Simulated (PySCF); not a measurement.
H6W, SMILES [WH6-], charge -1, multiplicity 2.

The structure is a stationary point at B3LYP-D3(BJ)/def2-TZVPD. The geometry has at least one imaginary mode, so it is a saddle point at that level. The multiplicity is an assumed one; other spin states were not compared. The def2 effective core potentials stand for the cores of W; spin–orbit coupling is left out.

Two levels are set side by side: PBE/def2-TZVPD (PySCF) and r2SCAN/def2-TZVPD (PySCF). Same geometry, gas phase. Differences are taken from unrounded values.

| quantity | PBE |
|---|---|
| α-spin orbital gap (eV) | 0.24 |
| β-spin orbital gap (eV) | 0.71 |
| mean polarisability (bohr³) | 112.2 |

### Question
These are the PBE values. What does r2SCAN give? (An estimate is asked for; the answer gives what the named calculation found.)

### Answer

```csv
quantity,r2SCAN,PBE minus r2SCAN
α-spin orbital gap (eV),0.98,-0.73
β-spin orbital gap (eV),1.41,-0.70
mean polarisability (bohr³),87.7,24.5
```

Rough cost on one machine, each run with all the roots and properties that it gave: r2SCAN against PBE about 5 times.
